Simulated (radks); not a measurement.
Question: All-electron atom: Cu16+ in [Ne] 3s2 3p1 (the NIST ground configuration). Calculated with a radial shooting solver on a logarithmic mesh with Libxc functionals: Dirac Kohn-Sham, PBEsol, spin-unpolarised, spherical densities, finite nucleus; open shells are shared between the two j in proportion to 2j + 1; Fermi nuclear charge, rms radius 3.8823 fm.

Spin-orbit splittings of the eigenvalues, e(l+1/2) - e(l-1/2), with zeta = 2 splitting/(2l+1) and mean radii in bohr:

| shell | occ. | splitting (eV) | zeta (eV) | <r> j=l-1/2 | <r> j=l+1/2 |
|---|---|---|---|---|---|
| 2p | 6 | ? | ? | 0.2014 | 0.2046 |
| 3p | 1 | 4.412 | 2.941 | 0.5838 | 0.5888 |
| 3d | 0 | 0.8399 | 0.3360 | 0.5371 | 0.5385 |

Estimate the 2p splitting.

Answer: 20.96 eV (zeta = 13.97 eV).
